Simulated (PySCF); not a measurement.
Species: C₂H₇NOSi.
Cartesian coordinates in Å at the PBE0-D3(BJ)/def2-SVP level; atoms count from 1:
```
atom  x, y, z in Å
C1     2.3895   -0.0584   -0.0169
C2     0.9685   -0.1746    0.4253
N3    -0.0147   -0.1629   -0.3725
Si4   -1.6893   -0.2652    0.1129
O5    -2.4963    1.0979   -0.3853
H6     2.8692    0.8068    0.4702
H7     2.9588   -0.9490    0.2976
H8     2.4442    0.0498   -1.1079
H9     0.8372   -0.2750    1.5289
H10   -2.2430   -1.4972   -0.5233
H11   -1.8630   -0.3134    1.5966
H12   -2.3999    1.3243   -1.3153
```

The closed-shell ground state was solved at several levels (PySCF, density fitting, gas phase, non-relativistic).

```json
{"level": "PBE0/cc-pVDZ", "basis functions": "109", "total energy (Eh)": "-499.5688", "HOMO (eV)": "-6.91", "LUMO (eV)": "-0.45", "gap (eV)": "6.46", "dipole (D)": "1.82"}
{"level": "PBE0/6-31G", "basis functions": "63", "total energy (Eh)": "-499.4207", "HOMO (eV)": "-6.85", "LUMO (eV)": "-0.53", "gap (eV)": "6.32", "dipole (D)": "2.22"}
{"level": "BP86/pcSseg-2", "basis functions": "285", "total energy (Eh)": "-500.0766", "HOMO (eV)": "-5.89", "LUMO (eV)": "-1.94", "gap (eV)": "3.95", "dipole (D)": "1.95"}
{"level": "PBE0/cc-pVTZ", "basis functions": "252", "total energy (Eh)": "-499.6627", "HOMO (eV)": "-7.08", "LUMO (eV)": "-0.65", "gap (eV)": "6.43", "dipole (D)": "1.90"}
{"level": "PBE0/aug-cc-pVDZ", "basis functions": "182", "total energy (Eh)": "-499.5914", "HOMO (eV)": "-7.12", "LUMO (eV)": "-0.77", "gap (eV)": "6.35", "dipole (D)": "1.97"}
{"level": "B97-2/pcSseg-2", "basis functions": "285", "total energy (Eh)": "-499.9796", "HOMO (eV)": "-6.89", "LUMO (eV)": "-0.82", "gap (eV)": "6.07", "dipole (D)": "1.99"}
{"level": "PBE0/def2-SVP", "basis functions": "109", "total energy (Eh)": "-499.3180", "HOMO (eV)": "-6.97", "LUMO (eV)": "-0.54", "gap (eV)": "6.43", "dipole (D)": "1.84"}
{"level": "OPBE/pcSseg-2", "basis functions": "285", "total energy (Eh)": "-499.8918", "HOMO (eV)": "-5.72", "LUMO (eV)": "-1.75", "gap (eV)": "3.97", "dipole (D)": "1.91"}
```

(1) What might KT2/pcSseg-2 (285 basis functions) give for the same quantities?

(2) Over all these levels, which gives the widest orbital gap and which the narrowest?

(3) How much does the basis alone move the frontier levels among the 5 PBE0 rows?

(4) How far do the dipole and the HOMO energy spread over the levels?

## Answers

(1) Total energy -505.9110 Eh, HOMO -5.92 eV, LUMO -1.82 eV, gap 4.10 eV, dipole 1.92 D.

(2) PBE0/cc-pVDZ (global hybrid, 25 % exact exchange) has the widest, 6.46 eV, and BP86/pcSseg-2 (GGA) the narrowest, 3.95 eV. Functional and basis both differ between the two, so the spread mixes both effects.

(3) The HOMO by 0.27 eV and the LUMO by 0.32 eV. By rising basis size (HOMO, LUMO in eV): 6-31G -6.85, -0.53; cc-pVDZ -6.91, -0.45; def2-SVP -6.97, -0.54; aug-cc-pVDZ -7.12, -0.77; cc-pVTZ -7.08, -0.65.

(4) The dipole runs from 1.82 to 2.22 D (mean 1.95 D) and the HOMO from -7.12 to -5.72 eV.

One conformer stands for the species.
